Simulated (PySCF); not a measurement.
Coordinates in bohr (charge 0 multiplicity 2):
```
C     0.0000    0.0000    0.0000
I     0.0002    0.0000    3.9529
I     3.4232    0.0000   -1.9766
I    -3.4234    0.0000   -1.9763
```

Computed with PySCF, UB3LYP, basis C def2-SVP, I def2-SVP with ECP28 (scalar-relativistic core potentials, no spin–orbit coupling, density fitting).

This geometry of CI₃ is a stationary point at this level.

Task: What is the point group?

Result: D3h.

Task: Is it a minimum?

Result: No: it has 1 imaginary mode, at 103i cm⁻¹ (a2'').

Task: List the harmonic modes with their infrared intensities.

Result: 
```
symmetry  ω (cm⁻¹)  IR (km/mol, summed over degenerate members)
    a2''      103i                                            –
      e'       109                                          0.0
     a1'       193                                          0.0
      e'       687                                          158
```

Task: Give the atomic charges and bond orders.

Result: 
```json
{"atom": "C1", "Mulliken": "-0.47", "Löwdin": "-0.60", "polar tensor": "0.54", "spin (Mulliken)": "0.85", "Mayer order to C1": "–"}
{"atom": "I2,3,4", "Mulliken": "0.16", "Löwdin": "0.20", "polar tensor": "-0.18", "spin (Mulliken)": "0.05", "Mayer order to C1": "1.06"}
```

In D3h the vibrations span a2'' + 2e' + a1'. The a1' mode carries no infrared intensity, as symmetry demands.

This need not be the most stable arrangement of these atoms. No spin–orbit coupling is included, which matters more the heavier the element.
